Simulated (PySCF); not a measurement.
# Structure revision by computed shifts

A compound C₃H₁₀F₂OSi₂ gives the data below (simulated from a calculation) and was assigned the structure `CC([SiH3])([SiH3])OC(F)F`.

13C{1H} NMR (computed): δ 143.4 (C), 81.5 (CH), 62.4 (CH3).

1H NMR (500 MHz, computed): δ 3.95 (m, 3H), 3.87 (d, 3H), 3.56 (s, 3H), 3.51 (m, 1H).

Equivalent nuclei averaged, non-relativistic Hamiltonian, single conformer, gas phase. GFN2-xTB structure; σ from GIAO-PBE0/pcSseg-1; PySCF.

δ = σ(ref) − σ, references computed at the same level: 1H (σref 31.72), 13C (σref 186.93) vs TMS.

Task: Compare with the shifts computed for the proposed structure, pairing carbons in order of shift.

Result: Atom-mapped SMILES (the numbers label the heavy atoms): `[CH3:1][C:2]([SiH3:3])([SiH3:4])[O:5][CH:6]([F:7])[F:8]`. Each H is labelled by its parent atom.

```csv
atom,computed for proposal,given list,difference
C6,122.6,143.4,-20.8
C2,65.1,81.5,-16.4
C1,21.3,62.4,-41.1
```

The rms difference is 28.2 ppm and the largest -41.1 ppm at C1 (methyl carbon). The carbon types in order of shift don't match either: CH, C, CH3 for the proposal against C, CH, CH3 in the data. The proposal doesn't fit.

Task: Which isomer fits?

Result: SMILES CO[C@H]([SiH3])C(F)(F)[SiH3].

Carbon types of the structure: 1 × C, 1 × CH, 1 × CH3, leaving 6 H on heteroatoms. δC 143.4: fully substituted sp3 carbon bonded to 2 F and Si; 2 electronegative neighbours deshield it. δC 81.5: sp3 CH bonded to O and Si; deshielded by the electronegative neighbour. δC 62.4: methyl carbon bonded to O; deshielded by the electronegative neighbour. δH 3.51: hydrogen on an sp3 CH bonded to O and Si; its carbon carries O, an electronegative neighbour.

Other isomers checked: FC(F)OCC([SiH3])[SiH3] (rms 32.2 ppm).

The shifts were computed for this structure.

Splittings by 19F in the carbon and heteronuclear signals aren't shown, as no couplings were computed. Shifts are as computed. Against solution values, carbons near 30 ppm lie about +3 ppm off and those near 130 ppm about +5 ppm. Of 1211 compounds with measured shifts, 218 miss one by over three times the rms of a fit or turn the order of signals round; such compounds aren't used in these exercises. No couplings were computed; multiplicities are counted from neighbouring protons, with m where these are inequivalent, close in shift, in a saturated or five-membered ring or joined by F or P, and br s for small geminal =CH2 splittings.
